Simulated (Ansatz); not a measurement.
`BC(F)[SiH2][SiH3]` + `BS[SiH2]C` → `BS[SiH2][SiH2][SiH3]` + `BC(C)F`  (redistribution)

Calculated with Ansatz (gas phase, PBE0-D4/def2-TZVP geometries, no zero-point term in ΔE). CCSD(T)/CBS is the MP2 limit (def2-TZVPP, def2-QZVPP) plus CCSD(T) − MP2 in def2-TZVPP, frozen cores. Functionals use def2-TZVPP. B3LYP here is the variant with VWN-RPA as its local correlation; programs differ in this. One conformer a species, not always the lowest.

```tsv
level	ΔE (kJ/mol)	difference from CCSD(T)/CBS
PBE-D4	21.2	1.8
PBE0-D4	17.4	-2.0
ωB97X-V	18.1	-1.3
ωB97M-V	28.1	8.7
B2PLYP	24.3	4.9
r2SCAN	26.7	7.3
PBE0	20.8	1.4
B3LYP	25.1	5.7
HF/def2-TZVPP	11.7	-7.7
MP2/def2-TZVPP	24.8	5.4
SCS-MP2/def2-TZVPP	21.6	2.2
CCSD/def2-TZVPP	17.6	-1.8
CCSD(T)/def2-TZVPP	19.0	-0.4
HF/def2-QZVPP	12.4	-7.0
MP2/def2-QZVPP	25.3	5.9
MP2/CBS(def2)	25.2	5.8
CCSD(T)/CBS	19.4	0
```

Largest T1 diagnostic among the species: 0.015.

In def2-TZVPP, CCSD(T) changes the Hartree–Fock value by +7.3 kJ/mol (the triples alone add +1.4 kJ/mol) and MP2 by +13.1 kJ/mol. From PBE to PBE0 (25 % exact exchange), in def2-TZVPP and without D4, ΔE moves by −3.8 kJ/mol.
